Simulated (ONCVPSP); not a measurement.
## An all-electron radial function and its pseudo partner (C (Z = 6))

Columns: radius, all-electron u(r) and pseudo u(r) of the 2s shell (level -14.11 eV) of carbon in the configuration [He] 2s1 2p3; PBEsol, scalar-relativistic, ONCV scheme, ONCVPSP 4.0.1.

```json
{"r (bohr)": "0.088", "all-electron": "-0.3161", "pseudo": "0.0433"}
{"r (bohr)": "0.175", "all-electron": "-0.3366", "pseudo": "0.0917"}
{"r (bohr)": "0.262", "all-electron": "-0.2231", "pseudo": "0.1495"}
{"r (bohr)": "0.350", "all-electron": "-0.0553", "pseudo": "0.2188"}
{"r (bohr)": "0.438", "all-electron": "0.1224", "pseudo": "0.2983"}
{"r (bohr)": "0.525", "all-electron": "0.2864", "pseudo": "0.3842"}
{"r (bohr)": "0.612", "all-electron": "0.4296", "pseudo": "0.4738"}
{"r (bohr)": "0.700", "all-electron": "0.5498", "pseudo": "0.5631"}
{"r (bohr)": "0.788", "all-electron": "0.6451", "pseudo": "0.6452"}
{"r (bohr)": "0.875", "all-electron": "0.7161", "pseudo": "0.7134"}
{"r (bohr)": "0.962", "all-electron": "0.7664", "pseudo": "0.7648"}
{"r (bohr)": "1.050", "all-electron": "0.7989", "pseudo": "0.7985"}
{"r (bohr)": "1.138", "all-electron": "0.8159", "pseudo": "0.8158"}
{"r (bohr)": "1.225", "all-electron": "0.8200", "pseudo": "0.8200"}
{"r (bohr)": "1.312", "all-electron": "0.8140", "pseudo": "0.8140"}
{"r (bohr)": "1.400", "all-electron": "0.7996", "pseudo": "0.7996"}
{"r (bohr)": "1.487", "all-electron": "0.7792", "pseudo": "0.7792"}
{"r (bohr)": "1.575", "all-electron": "0.7537", "pseudo": "0.7537"}
{"r (bohr)": "1.662", "all-electron": "0.7251", "pseudo": "0.7251"}
{"r (bohr)": "1.750", "all-electron": "0.6937", "pseudo": "0.6937"}
{"r (bohr)": "1.838", "all-electron": "0.6608", "pseudo": "0.6608"}
{"r (bohr)": "1.925", "all-electron": "0.6274", "pseudo": "0.6274"}
{"r (bohr)": "2.012", "all-electron": "0.5938", "pseudo": "0.5938"}
{"r (bohr)": "2.100", "all-electron": "0.5601", "pseudo": "0.5601"}
{"r (bohr)": "2.188", "all-electron": "0.5269", "pseudo": "0.5269"}
{"r (bohr)": "2.275", "all-electron": "0.4949", "pseudo": "0.4949"}
```

(1) How many radial nodes do the two functions have?

(2) At about which radius was the pseudo-wave matched?

(3) Where does each function peak?

(4) Is the pseudo-wave norm-conserving?

Answers

(1) The all-electron 2s function has n − l − 1 = 1; the pseudo-wave has 0, since the states of the same l below it are removed with the core.

(2) 1.20 bohr. The columns agree to 0.0005 from 1.05 bohr on; several derivatives are matched, so the curves merge somewhat inside the radius.

(3) Outermost all-electron maximum near 1.23 bohr, pseudo maximum near 1.23 bohr (to the table’s step).

(4) Yes: the ONCV scheme keeps the norm inside the radius equal to the all-electron one, which fixes the energy derivative of the logarithmic derivative at the level.
